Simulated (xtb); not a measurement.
C₃H₄O₂Si, SMILES O=C1C=C[SiH2]O1. All values are semi-empirical tight-binding results from xtb (GFN2-xTB unless named), good for trends rather than for accurate numbers. The structure is a stationary point at GFN2-xTB. This is a generated structure with no PubChem entry under its InChIKey; it may be hypothetical.

Optimised geometry:

Bond lengths (Å): O1–C2 1.197, C2–C3 1.483, C2–O6 1.351, C3–C4 1.331, C3–H7 1.078, C4–Si5 1.889, C4–H8 1.077, Si5–O6 1.654, Si5–H9 1.454, Si5–H10 1.454. Angles (°): O1–C2–C3 126.4, O1–C2–O6 122.0, C3–C2–O6 111.5, C2–C3–C4 114.6, C2–C3–H7 118.0, C4–C3–H7 127.5, C3–C4–Si5 107.2, C3–C4–H8 123.1, Si5–C4–H8 129.7, C4–Si5–O6 91.0, C4–Si5–H9 114.4, C4–Si5–H10 114.4, O6–Si5–H9 107.8, O6–Si5–H10 107.8, H9–Si5–H10 117.5, C2–O6–Si5 115.7.

* **point group as xtb finds it**: Cs
* **orbital gap**: 3.36 eV
* **dipole moment**: 4.71 D
* **zero-point energy**: 38.6 kcal/mol
* **G − E(el) at 298.15 K (modified RRHO)**: 20.2 kcal/mol
* **static polarisability (D4 model)**: 67.4 bohr³
* **solvation energy, GFN2-xTB/ALPB(water)**: -3.4 kcal/mol
* **solvation energy, GFN2-xTB/ALPB(acetone)**: -6.7 kcal/mol

Problem. Give the atomic charges and the Wiberg bond orders between heavy atoms. (Estimate from the structure and the level; the computed values follow.)

Solution. charges (e) O1 -0.36, C2 0.35, C3 -0.07, C4 -0.12, Si5 0.54, O6 -0.36, H7 0.06, H8 0.05, H9 -0.04, H10 -0.04. Bond orders O1–C2 1.78, C2–C3 1.02, C3–C4 1.91, C4–Si5 0.88, C2–O6 1.09, Si5–O6 0.99.
